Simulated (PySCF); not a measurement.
Isomers of C4H6Cl2Si, one GFN2-xTB conformer each. Single-point energies are computed at PBE0/pcSseg-1 (PySCF, gas phase, no added dispersion term), electronic only.

| SMILES | GFN2-xTB relative energy (kcal/mol) |
| --- | --- |
| [SiH3]CC#CC(Cl)Cl | 46.4 |
| ClCC1=C[SiH2][C@H]1Cl | 40.3 |
| Cl[SiH2]C1=C(Cl)CC1 | 0.0 |

Conformers: `[Cl:1][CH2:2][C:3]1=[CH:4][SiH2:5][C@H:6]1[Cl:7]` with Cl1–C2–C3–C4 105°; `[Cl:1][SiH2:2][C:3]1=[C:4]([Cl:5])[CH2:6][CH2:7]1` with Cl1–Si2–C3–C4 180°.

Problem. What does PBE0/pcSseg-1 give for the same structures?

Solution. 
```json
{"SMILES": "Cl[SiH2]C1=C(Cl)CC1", "PBE0/pcSseg-1 E (Eh)": "-1365.24903", "PBE0/pcSseg-1 (kcal/mol)": "0.0", "GFN2-xTB (kcal/mol)": "0.0", "point group": "Cs"}
{"SMILES": "ClCC1=C[SiH2][C@H]1Cl", "PBE0/pcSseg-1 E (Eh)": "-1365.20465", "PBE0/pcSseg-1 (kcal/mol)": "27.9", "GFN2-xTB (kcal/mol)": "40.3", "point group": "C1"}
{"SMILES": "[SiH3]CC#CC(Cl)Cl", "PBE0/pcSseg-1 E (Eh)": "-1365.16446", "PBE0/pcSseg-1 (kcal/mol)": "53.1", "GFN2-xTB (kcal/mol)": "46.4", "point group": "C1"}
```

Both levels put the same isomer lowest; measured from each level's own lowest isomer, the values differ by up to 12.4 kcal/mol (ClCC1=C[SiH2][C@H]1Cl: 40.3 against 27.9). As drawn, the lowest has a four-membered ring and a C=C bond outside aromatic rings, which the highest lacks; the highest has a C≡C bond, which the lowest lacks.

Problem. Which frontier levels, dipoles and rotational constants go with these structures?

Solution. 
```csv
SMILES,"HOMO (eV, PBE0/pcSseg-1)",LUMO (eV),dipole (D),"A, B, C (MHz)"
Cl[SiH2]C1=C(Cl)CC1,-7.36,-0.70,1.39,"2929, 757.2, 610.6"
ClCC1=C[SiH2][C@H]1Cl,-7.84,-1.13,2.36,"2018, 977.8, 741.4"
[SiH3]CC#CC(Cl)Cl,-7.72,-0.59,3.00,"2522, 589.9, 499.9"
```
